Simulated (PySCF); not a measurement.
OPb, SMILES [O]=[Pb] (connectivity only; charge and spin as stated), neutral, multiplicity 1.

The structure is a stationary point at B3LYP-D3(BJ)/def2-TZVP. The def2 effective core potentials stand for the cores of Pb; spin–orbit coupling is left out.

Computed with PBE/def2-TZVPD run with PySCF.

Isolated molecule, no solvent.

The total energy is -268.08229 hartree. The point group comes out as C∞v and the highest occupied level is -6.21 eV. The lowest empty level is -2.97 eV and the orbital gap is 3.24 eV. The dipole moment comes out as 4.40 D. The quadrupole, principal values (traceless, Buckingham form, about the centre of nuclear charge) is -11.36, 5.68, 5.68 D·Å and the mean static polarisability comes out as 45.7 bohr³ (6.78 Å³). The polarisability, principal values is 37.6, 37.6, 62.1 bohr³.
